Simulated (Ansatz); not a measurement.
Molecule: CH3Cl2Ga, net charge 0, singlet state. 
Structure (B3LYP-D3(BJ)/def2-TZVP (Ansatz, a first-principles code) minimum search):
```
Ga
C 1 1.9567
H 2 1.0883 1 109.96
H 2 1.0885 3 110.41 1 121.38
H 2 1.0907 3 108.99 4 119.50
Cl 1 2.1544 2 123.10 3 -27.16
Cl 1 2.1545 2 122.98 3 153.51
```

Quantity: vertical ionisation energy (to the doublet state of charge +1; each state is the SCF solution reached for its spin), in eV. Cores are frozen in the correlated levels unless marked. Open shells are spin-unrestricted. No spin-orbit coupling. The frozen core is the preceding noble-gas configuration, with the filled d and f shells of earlier blocks. No relativistic terms. CBS(X,Y): correlation extrapolated as X^-3; Hartree-Fock from the larger set.

```csv
level,program,vertical ionisation energy (eV)
HF/def2-SVPD,Ansatz,10.71
HF/def2-TZVPPD,Ansatz,10.53
```

Q: Estimate the value at CCSD(T)/CBS(def2-TZVPPD,def2-QZVPPD) as computed with Ansatz.

A: 11.33 eV
